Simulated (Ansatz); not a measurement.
F6Mo, charge -1, doublet, geometry from GFN2-xTB (such geometries of metal compounds can be far from the true shape) (the multiplicity is a formal guess) (core potentials on Mo) (a gas-phase anion, which may not be bound at this level). Base run: Ansatz (a first-principles code) with PBE0/def2-SVP.

Input for Ansatz:
Ansatz 0.2 input:
```yaml
crystal:
  periodic: [false, false, false]
  atoms:
    - {symbol: Mo, position_ang: [-0.00000000, -0.00000000, -0.00000000]}
    - {symbol: F, position_ang: [1.14023768, -0.48120813, -1.45171224]}
    - {symbol: F, position_ang: [-1.14023768, 0.48120813, 1.45171224]}
    - {symbol: F, position_ang: [-1.11259570, 0.74936569, -1.12227778]}
    - {symbol: F, position_ang: [-0.93077908, -1.65515604, -0.18242930]}
    - {symbol: F, position_ang: [0.93077908, 1.65515604, 0.18242930]}
    - {symbol: F, position_ang: [1.11259570, -0.74936569, 1.12227778]}
basis:
  gaussian:
    orbitals: def2-SVP
hamiltonian:
  xc: pbe0
total_charge: -1
magnetization: {spin_polarized: true, initial_magnetization: 1}
```

Each row names what was changed in the base input (with any setting that the change needs).

```csv
change,basis functions,E (Eh)
base,115,-666.53301
basis = ANO-RCC-VDZP; relativity = spin-free X2C; nucleus = Gaussian,127,-4647.62736
basis = x2c-SVPall; relativity = spin-free X2C; nucleus = Gaussian,137,-4646.63797
basis = jorge-DZP-DKH; relativity = spin-free X2C; nucleus = Gaussian,138,-4646.88205
basis = jorge-DZP-DKH; relativity = none,138,-4552.10879
basis = x2c-SVPall; relativity = spin-free X2C,137,-4646.68365
basis = ANO-RCC-VDZP; relativity = spin-free X2C,127,-4647.68693
basis = ANO-RCC-VDZP; relativity = none,127,-4514.59461
basis = x2c-SVPall; relativity = none,137,-4529.82679
basis = jorge-DZP-DKH; relativity = spin-free X2C,138,-4646.93339
```

Totals shift with the method and basis; they matter in differences.

Ansatz warned in this series: the basis is contracted for relativity, which the run leaves out.

A gas-phase anion may not be bound at this level; its values then depend on the basis.

Basis sets contracted for a relativistic Hamiltonian are a mismatch without it, so the rows without relativity aren't non-relativistic limits. No row has spin-orbit coupling; sets with core potentials leave out the core electrons.
